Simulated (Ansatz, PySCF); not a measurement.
Noncovalent pair: H2O (SMILES O) (first 3 atoms) with ClH3Si (SMILES [SiH3]Cl); geometry from B3LYP-D3(BJ)/def2-TZVP, rigid monomers moved along the line of their centres of mass till O1···Si4 is 2.92 Å.
(charge 0, multiplicity 1):
```xyz
8

O      0.194    -0.243    -0.153
H      1.118    -0.325    -0.410
H      0.136     0.600     0.313
Si    -0.231    -1.085     2.614
Cl     0.047     0.979     2.595
H     -0.459    -1.457     4.025
H      0.996    -1.729     2.115
H     -1.408    -1.413     1.795
```

Monomers are frozen at their geometry in the pair; levels with a basis set take the counterpoise correction. Rows marked so take none.

Rows in 3-21G, 6-31G* carry no dispersion term and start afresh at each structure (6-31G* with six Cartesian d functions). MP2/6-31G* freezes PySCF's default core.

The values were computed with Ansatz (a quantum-chemistry and plane-wave program); PySCF for 3-21G rows, 6-31G* rows. Values without a source in brackets are computed.

### Question
One of these levels gives -514.6 meV for the interaction energy. Which?
(A) B3LYP/3-21G (no counterpoise)
(B) B3LYP/def2-TZVPPD
(C) HF/6-31G*
(D) MP2/6-31G*

### Answer
A, B3LYP/3-21G (no counterpoise). The others give 74.7 (HF/6-31G*), 23.2 (B3LYP/def2-TZVPPD), 39.7 (MP2/6-31G*)
